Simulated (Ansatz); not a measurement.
Ansatz (a program for electronic structure) input (CCSD(T)/6-31G*):

Ansatz 0.2 input:
```yaml
crystal:
  periodic: [false, false, false]
  atoms:
    - {symbol: Si, position_ang: [-0.02445669, 0.08713743, 0.02825071]}
    - {symbol: Cl, position_ang: [-0.26912036, 1.68735511, -1.21705003]}
    - {symbol: Cl, position_ang: [-0.37966020, 0.62420314, 1.96647715]}
    - {symbol: O, position_ang: [1.51280443, -0.38428037, -0.16442646]}
    - {symbol: C, position_ang: [2.15555706, -1.40431567, 0.59778308]}
    - {symbol: O, position_ang: [-1.10400197, -1.07225325, -0.30779430]}
    - {symbol: C, position_ang: [-1.29474035, -1.66271203, -1.59213991]}
    - {symbol: H, position_ang: [2.23416241, -1.10867236, 1.64567735]}
    - {symbol: H, position_ang: [1.60829979, -2.34751143, 0.53191624]}
    - {symbol: H, position_ang: [3.15408802, -1.53944199, 0.18643900]}
    - {symbol: H, position_ang: [-1.66414854, -0.92224584, -2.30411854]}
    - {symbol: H, position_ang: [-2.03308619, -2.45460649, -1.48134396]}
    - {symbol: H, position_ang: [-0.36297213, -2.08950099, -1.97043392]}
basis:
  gaussian:
    orbitals: 6-31G*
magnetization: {spin_polarized: false}
correlation: {method: ccsd_t, electrons: outside_noble_gas}
```

End of the output:

```
mean field -39103.28497286 eV, -1437.0192175939 hartree, gradient 1.2e-6 eV, S^2 0.000000; 0 other end points of the search recorded, 0 dependent functions left out
19 core orbitals not correlated
reference -39103.28497286 eV, -1437.0192175939 hartree; 22, 22 occupied and 88, 88 virtual orbitals, 1227 factors
second order -25.82889077 eV of doubles, -0.00000000 eV of singles
coupled cluster: 0.61 GiB planned
cycle   1  -26.66697801 eV  change   -8.4e-1 eV  update   1.1e-1
cycle   2  -27.29321543 eV  change   -6.3e-1 eV  update   3.1e-2
cycle   3  -27.43945484 eV  change   -1.5e-1 eV  update   1.5e-2
cycle   4  -27.43702106 eV  change    2.4e-3 eV  update   3.1e-3
cycle   5  -27.43657708 eV  change    4.4e-4 eV  update   1.2e-3
cycle   6  -27.43681343 eV  change   -2.4e-4 eV  update   3.5e-4
cycle   7  -27.43661661 eV  change    2.0e-4 eV  update   1.2e-4
cycle   8  -27.43658189 eV  change    3.5e-5 eV  update   3.3e-5
perturbative correction -0.69031958 eV, -0.0253687768 hartree
Total energy: -39131.41187433 eV, -1438.0528621582 hartree
```
